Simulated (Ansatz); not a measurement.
Reaction (ligand exchange at a Ti–Br bond): `[Cl][Ti]([Cl])([Cl])[Br]` + `C[SeH]` → `C[Se][Ti]([Cl])([Cl])[Cl]` + HBr

Calculated with Ansatz (gas phase, PBE0-D4/def2-TZVP geometries, no zero-point term in ΔE). CCSD(T)/CBS adds triple-zeta CCSD(T) − MP2 to the extrapolated MP2 energy (def2 sets, frozen cores). DFT in def2-TZVPP. B3LYP here is the variant with VWN-RPA as its local correlation; programs differ in this. HSE06 is defined as in plane-wave codes. For Br, Se, Ti outer-core shells are correlated without core-valence functions, which leaves a few kJ/mol of doubt a bond. Scalar relativity is left out up to krypton. Each species was taken in one conformer, which may not be the lowest.

`[Cl][Ti]([Cl])([Cl])[Br]`:

Z-matrix (Å, degrees):
```
Ti
Cl 1 2.161
Cl 1 2.161 2 109.6
Br 1 2.317 2 109.4 3 119.9
Cl 1 2.161 2 109.6 3 -120.2
```

`C[SeH]`:

Cartesian coordinates in Å:
```
C 0.194 0.015 0.510
Se 0.316 0.144 -1.430
H -0.493 0.763 0.901
H 1.196 0.214 0.887
H -0.111 -0.985 0.809
H -1.101 -0.151 -1.677
```

`C[Se][Ti]([Cl])([Cl])[Cl]`:

```xyz
9

C     1.623    0.372   -0.043
Se    0.157    1.055    1.070
Ti   -1.542   -0.287    0.111
Cl   -1.613    0.167   -2.021
Cl   -3.337    0.277    1.185
Cl   -0.967   -2.372    0.390
H     1.740   -0.697    0.119
H     1.420    0.586   -1.090
H     2.519    0.899    0.280
```

HBr:

```xyz
2

Br   -0.396    0.101   -0.581
H     0.396   -0.101    0.581
```

| level | ΔE (kJ/mol) | difference from CCSD(T)/CBS |
| --- | --- | --- |
| LDA (SPW92) | 37.3 | 2.2 |
| PBE-D4 | 36.0 | 0.9 |
| revPBE-D4 | 34.4 | -0.7 |
| BLYP-D4 | 35.8 | 0.7 |
| r2SCAN-D4 | 40.8 | 5.7 |
| B97M-V | 44.6 | 9.5 |
| PBE0-D4 | 38.7 | 3.6 |
| r2SCANh-D4 | 41.2 | 6.1 |
| r2SCAN0-D4 | 41.9 | 6.8 |
| HSE06-D4 | 38.7 | 3.6 |
| BHLYP-D4 | 41.9 | 6.8 |
| CAM-B3LYP-D4 | 42.7 | 7.6 |
| ωB97X-V | 44.0 | 8.9 |
| ωB97M-V | 42.3 | 7.2 |
| B2PLYP | 39.6 | 4.5 |
| PBE-QIDH | 38.8 | 3.7 |
| revPBE | 44.1 | 9.0 |
| BLYP | 46.4 | 11.3 |
| r2SCAN | 42.7 | 7.6 |
| PBE0 | 44.0 | 8.9 |
| B3LYP | 47.3 | 12.2 |
| r2SCANh | 43.2 | 8.1 |
| HSE06 | 43.8 | 8.7 |
| BHLYP | 50.3 | 15.2 |
| CAM-B3LYP | 48.5 | 13.4 |
| LC-ωPBE | 46.7 | 11.6 |
| RPA@PBE/def2-TZVPP | 34.5 | -0.6 |
| HF/def2-SVP | 47.4 | 12.3 |
| MP2/def2-SVP | 32.5 | -2.6 |
| CCSD/def2-SVP | 32.8 | -2.3 |
| CCSD(T)/def2-SVP | 31.6 | -3.5 |
| HF/def2-TZVPP | 59.5 | 24.4 |
| MP2/def2-TZVPP | 31.0 | -4.1 |
| CCSD/def2-TZVPP | 39.8 | 4.7 |
| HF/def2-QZVPP | 60.8 | 25.7 |
| MP2/def2-QZVPP | 31.3 | -3.8 |
| SCS-MP2/def2-QZVPP | 35.1 | 0.0 |
| HF/CBS(def2) | 61.0 | 25.9 |
| MP2/CBS(def2) | 30.8 | -4.3 |
| CCSD/CBS(def2) | 39.6 | 4.5 |
| CCSD(T)/CBS | 35.1 | 0 |

Largest T1 diagnostic among the species: 0.025, so the coupled-cluster value is less sure than usual.

From BLYP to BHLYP (50 % exact exchange), in def2-TZVPP and without D4, ΔE moves by +3.9 kJ/mol. The D4 term adds −8.9 kJ/mol with B3LYP and −5.3 kJ/mol with PBE0; it sums over pairs of atoms, weighted by their polarisabilities, and B3LYP, whose exchange is more repulsive, gets the larger term.
